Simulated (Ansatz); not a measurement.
`[AlH2][O][SiH2]S` → `[OH][AlH2]` + `[SiH]S` at 600 K and 1 bar (silylene formation by 1,1-elimination).

Computed with Ansatz on PBE0-D4/def2-TZVP structures; ΔE is electronic, products minus reactants. CCSD(T)/CBS adds triple-zeta CCSD(T) − MP2 to the extrapolated MP2 energy (def2 sets, frozen cores). This one scheme is used for every species. Each species was taken in one conformer, which may not be the lowest.

| species | CCSD(T)/CBS energy (Eh) | H − E (kJ/mol) | S (J/(mol·K)) |
| --- | --- | --- | --- |
| `[AlH2][O][SiH2]S` | -1007.16932 | 181.4 | 460.5 |
| `[OH][AlH2]` | -319.03157 | 103.2 | 300.4 |
| `[SiH]S` | -688.02937 | 72.8 | 295.1 |

H − E and S are ideal-gas, rigid-rotor, harmonic terms from PBE0-D4/def2-TZVP, for one conformer and one mirror image of each species. 1 Eh = 2625.50 kJ/mol, R = 8.31446 J/(mol·K).

Q: By hand: ΔE, ΔH, ΔS and ΔG.

A: ΔE = (-319.03157) + (-688.02937) − (-1007.16932) = 0.10838 Eh = 284.6 kJ/mol. Δ(H − E) = 103.2 + 72.8 − 181.4 = -5.4, so ΔH = 279.2 kJ/mol. ΔS = 300.4 + 295.1 − 460.5 = 135.0 J/(mol·K). ΔG = 279.2 − 600 × (135.0)/1000 = 198.2 kJ/mol.

Q: By hand: the equilibrium constant, and the temperature at which ΔG would vanish if ΔH and ΔS stayed fixed.

A: log₁₀ K = −ΔG/(RT ln 10) = -17.3. ΔG = 0 at ΔH/ΔS = 2068 K.

The number of gas molecules changes by +1, which sets the sign of ΔS. A doubt of 5 kJ/mol in ΔE shifts log₁₀ K by 0.4 here. Other conformers and mirror images would add mixing entropy, several J/(mol·K) or more a flexible species. Modes under 60 cm⁻¹, often nearly free rotors, make the harmonic entropy too high. These are equilibria of isolated gas molecules and say nothing of rates. Largest T1 diagnostic: 0.016 (customary marks: 0.02 for closed shells, 0.045 for open ones).
